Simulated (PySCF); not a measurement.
F6Mo, charge -1, doublet, at a GFN2-xTB geometry (such geometries of metal compounds can be far from the true shape) (the multiplicity is a formal guess) (core potentials on Mo).

Here is a job for PySCF.
```python
from pyscf import gto, scf, dft

mol = gto.M(
    atom='''
Mo   -0.000000   -0.000000   -0.000000
F     1.140238   -0.481208   -1.451712
F    -1.140238    0.481208    1.451712
F    -1.112596    0.749366   -1.122278
F    -0.930779   -1.655156   -0.182429
F     0.930779    1.655156    0.182429
F     1.112596   -0.749366    1.122278
''',
    basis='def2-svp',
    ecp={'Mo': 'def2-svp'},
    charge=-1,
    spin=1,
    verbose=4,
)

mf = dft.UKS(mol)
mf.xc = 'b3lyp'
mf.grids.atom_grid = (99, 590)
mf.grids.prune = None
mf.kernel()
```

### Question
What does this run give for the nuclear repulsion energy, Mulliken (on the basis functions themselves) charges in atom order, HOMO energy, <S^2>, total energy?

### Answer

The nuclear repulsion energy comes out as 446.8237 Eh. The Mulliken (on the basis functions themselves) charges in atom order comes out as Mo1 1.27, F2 -0.41, F3 -0.41, F4 -0.32, F5 -0.41, F6 -0.41, F7 -0.32, the HOMO energy is -1.30 eV and the <S^2> is 0.752. The total energy is -667.1375 Eh.

These values belong to the state on which the SCF converged, which isn't shown to be the lowest.
